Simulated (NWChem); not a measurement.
System: C₂H₄FNSi; SMILES C(#N)C[SiH2]F

The following NWChem deck was run.

```
start job
memory heap 200 mb stack 900 mb global 1100 mb
geometry units angstroms noautoz
  N      0.720999    -2.545548    -0.222186
  C      0.034522    -1.676037     0.115036
  C     -0.807848    -0.563772     0.505457
  Si    -0.334317     1.077698    -0.306850
  F      1.100196     1.549145     0.284125
  H     -0.776540    -0.436475     1.600721
  H     -1.856109    -0.784152     0.237839
  H     -1.356108     2.089044     0.074210
  H     -0.220504     0.918359    -1.778306
end
basis spherical
  * library def2-svp
end
dft
  xc xpbe96 cpbe96
  iterations 150
  mulliken
end
task dft energy
```

The geometry was optimised at PBE0/def2-SVP.

Problem. What results follow from this input? (PBE/def2-SVP.) Quantities: energy (Ha); highest occupied level (eV); orbital gap (eV); dipole (D).

Solution. 
| Quantity | Result |
|---|---|
| energy (Ha) | -522.06 |
| highest occupied level (eV) | -7.61 |
| orbital gap (eV) | 6.87 |
| dipole (D) | 4.01 |
